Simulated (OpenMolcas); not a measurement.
Ionisation energies of rhodium

```
Program             : OpenMolcas 26.06
Basis               : ANO-RCC-VQZP [8s7p5d3f2g1h]
Scalar Hamiltonian  : DKH2, point nucleus
Spin-orbit coupling : RASSI with atomic mean-field integrals over the reference wave functions, term energies averaged over their components
```

Active shells in each charge state: the valence d shell, with orbitals averaged over the low states. Where CASPT2's correlated closed shells are named, they are those of the first ion.

A. CASSCF
B. SS-CASPT2, IPEA 0.25 Eh, imaginary shift 0.1 Eh (closed shells correlated: 4s 4p)
C. SS-CASPT2, IPEA 0.25 Eh, imaginary shift 0.1 Eh (closed shells correlated: none)
D. SS-CASPT2, IPEA 0.25 Eh, imaginary shift 0.1 Eh (closed shells correlated: 3d 4s 4p)
E. SS-CASPT2, IPEA 0 Eh, imaginary shift 0.1 Eh (closed shells correlated: 4s 4p)

Energies in eV between the lowest computed levels, named as in B; reference values from the NIST Atomic Spectra Database with their kind.

```tsv
From	To	A	B	C	D	E	Spin-orbit share in B	Reference
Rh2+ 4d⁷ ⁴F_9/2	Rh3+ 4d⁶ ⁵D₄	29.377	30.994	30.865	30.974	30.983	+0.065	31.060 (semi-empirical)
Rh3+ 4d⁶ ⁵D₄	Rh4+ 4d⁵ ⁶S_5/2	42.798	44.418	44.229	44.398	44.378	+0.173	42.000 (theoretical)
Rh4+ 4d⁵ ⁶S_5/2	Rh5+ 4d⁴ ⁵D₀	63.229	64.179	63.952	64.137	64.260	-0.304	63.000 (theoretical)
Rh5+ 4d⁴ ⁵D₀	Rh6+ 4d³ ⁴F_3/2	79.116	80.121	79.747	80.084	80.188	-0.133	80.000 (theoretical)
Rh6+ 4d³ ⁴F_3/2	Rh7+ 4d² ³F₂	96.979	97.899	97.364	97.861	97.968	-0.032	97.000 (theoretical)
Rh7+ 4d² ³F₂	Rh8+ 4d ²D_3/2	115.730	116.653	115.884	116.617	116.722	+0.093	115.100 (theoretical)
```

The lowest level within the active space need not be the ion's true ground level.
